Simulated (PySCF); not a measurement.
# Sr: ionisation energy

Sr [Kr] 5s2 → Sr⁺ [Kr] 5s1 [5s1/2^1, M_J = 1/2], as a difference of total energies. All numbers are calculated (PySCF 2.14, the two-component X2C-1e Hamiltonian, in x2c-SVPall-2c). Correlated levels: [Ar] 3d10 frozen; the 6 highest virtual spinors dropped. "Screened" scales the spin-orbit matrix elements by Boettger's factors to mimic the two-electron term; Breit and QED terms are absent.

```csv
method,ionisation energy (eV),error (eV)
GHF (screened spin-orbit),4.767,-0.928
GMP2 (screened spin-orbit),5.418,-0.277
```

Reference: 5.695 eV (measured; NIST Atomic Spectra Database, ionization energies).

Errors of the correlated levels include the incompleteness of this basis and the frozen core.

MP2 underrates the near-degeneracy of ns² with np² in the lower species.
